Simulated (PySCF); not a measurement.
# Shapes and spin states of ReH4

Level of theory: PBE0/[Re def2-TZVP with ECP60, H def2-TZVP], scalar-relativistic core potentials, density fitting, no spin–orbit coupling, PySCF.

Relaxations began from a few typed shapes and spin states; open shells are unrestricted. The search is not exhaustive: other isomers or separated fragments can lie lower, and high-lying points may rest on an excited occupation.

| spin | group | bonds | angles | imaginary modes (cm⁻¹) | ΔE (kJ/mol) | ΔE with ZPE (kJ/mol) |
| --- | --- | --- | --- | --- | --- | --- |
| doublet | D2d | Re–H 1.641 Å (×4) | H–Re–H 108.4° (×4), H–Re–H 111.6° (×2) | none | 0.0 | 0.0 |
| quartet | D2d | Re–H 1.683 Å (×4) | H–Re–H 72.3° (×2), H–Re–H 130.7° (×4) | none | 8.7 | 1.5 |
| quartet | C2v | Re–H 1.633 Å (×2), Re–H 1.730 Å (×2) | H–Re–H 97.9°, H–Re–H 101.3° (×4), H–Re–H 145.4° | 2 found | 32.0 | – |
| doublet | C2v | Re–H 1.619 Å (×4) | H–Re–H 67.0° (×2), H–Re–H 75.9° (×2), H–Re–H 111.4° (×2) | none | 35.1 | 32.7 |
| doublet | C4v | Re–H 1.619 Å (×4) | H–Re–H 70.8° (×4), H–Re–H 109.9° (×2) | 471i | 35.4 | – |
| quartet | C2v | Re–H 1.628 Å (×2), Re–H 1.719 Å (×2) | H–Re–H 80.5° (×4), H–Re–H 105.4°, H–Re–H 148.5° | 210i | 52.2 | – |
| broken-symmetry Ms = 1/2 (⟨S²⟩ 1.75) | D2d | Re–H 1.675 Å (×4) | H–Re–H 74.7° (×2), H–Re–H 129.2° (×4) | none | 76.1 | 70.6 |
| broken-symmetry Ms = 3/2 (⟨S²⟩ 4.80) | D2h | Re–H 1.769 Å (×4) | H–Re–H 55.0° (×2), H–Re–H 125.0° (×2), H–Re–H 180.0° (×2) | 1207i, 989i, 562i, 462i | 186.2 | – |

The lowest minimum found is the doublet D2d: Re–H 1.641 Å (×4); H–Re–H 108.4° (×4), H–Re–H 111.6° (×2).

Formally Re is in oxidation state +4, d3, with 1 unpaired electron (the high-spin count would be 3). The Mulliken spin on Re is 1.19. The polar-tensor charge on Re, 0.91, is far below the formal one.

For the lowest minimum: open d and f shells are described by one determinant, and the ground state may have another occupation or spin. With an element this heavy the missing spin–orbit coupling can shift these numbers.

The electron or spin density has lower symmetry than the nuclear frame for the broken-symmetry Ms = 1/2 (⟨S²⟩ 1.75) D2d at 76.1 kJ/mol.
